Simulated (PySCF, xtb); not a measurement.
H4N, SMILES [NH4+], charge +1.

Geometry: B3LYP-D3(BJ)/def2-TZVPD.

These are IEF-PCM-PBE0/def2-TZVPD (PySCF) values and carry that method's errors.

The values are the electrostatic part of the solvation free energy, E(continuum) − E(gas) at the gas-phase geometry, in a cavity of scaled van der Waals radii (PySCF's table); cavitation and dispersion terms are not included. In vacuum the orbital gap is 16.76 eV.

```
solvent           ε  ΔG(elec) (kcal/mol)  gap (eV)
------------  -----  -------------------  --------
water         78.36                -81.9     15.83
n-hexane       1.88                  ___       ___
acetonitrile  35.69                -80.6     15.85
```

**Question.** Complete the blanks. (Estimate from the structure and the level; the computed values follow.)

**Answer.** 
- n-hexane, ΔG(elec) (kcal/mol): -39.0
- n-hexane, gap (eV): 16.36

For comparison, GFN2-xTB/ALPB(water) (xtb, at the GFN2-xTB geometry, all terms of that model) gives -86.4 kcal/mol.
